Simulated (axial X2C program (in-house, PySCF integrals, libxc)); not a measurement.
# Potential curves of TiO⁺, without spin–orbit coupling

Computed with an in-house relativistic program for diatomic molecules. Spin-free means the one-electron spin-free X2C Hamiltonian. Basis: Ti dyall-cv3z [10s10p6d4f2g], O dyall-av3z [7s6p3d2f] (cores contracted in-house); Gaussian nuclei, density fitting, unrestricted open shells. Masses: Ti 47.948 u, O 15.995 u.

State: M_S = 1/2, Λ = 2 (beyond evenly filled blocks: δ+α). Energies in kJ/mol from the fragments at the same level (Ti+ + O). Fits are polynomials in 1 − R0/R over 0.85 to 1.23 times the lowest point R0.

| R (Å) | PBE0 |
| --- | --- |
| 1.3546 | -466.67 |
| 1.4169 | -556.48 |
| 1.4636 | -596.77 |
| 1.5103 | -618.37 |
| 1.5570 | -624.75 |
| 1.6115 | -616.93 |
| 1.6660 | -596.48 |
| 1.7361 | -557.07 |
| 1.8217 | -497.59 |
| 1.9463 | -409.39 |

The state is one determinant whose occupation by symmetry is held fixed; it was picked as the lowest of a PBE0 search that is not exhaustive. Dissociation energies refer to the lowest single-determinant-based atoms at the same level and basis. Without a current term, density functionals place determinants with orbital angular momentum somewhat too high. The determinant is spin-polarised beyond a pure state at some levels (its spin-free form has ⟨S²⟩ too high), which makes Re and μ there less reliable.

Task: What are Re, ωe and De at the PBE0 level?

Result: At PBE0, spin-free: Re = 1.556 Å, ωe ≈ 1150 cm⁻¹, De = 6.48 eV to Ti+ + O; Be follows as 0.58 cm⁻¹.
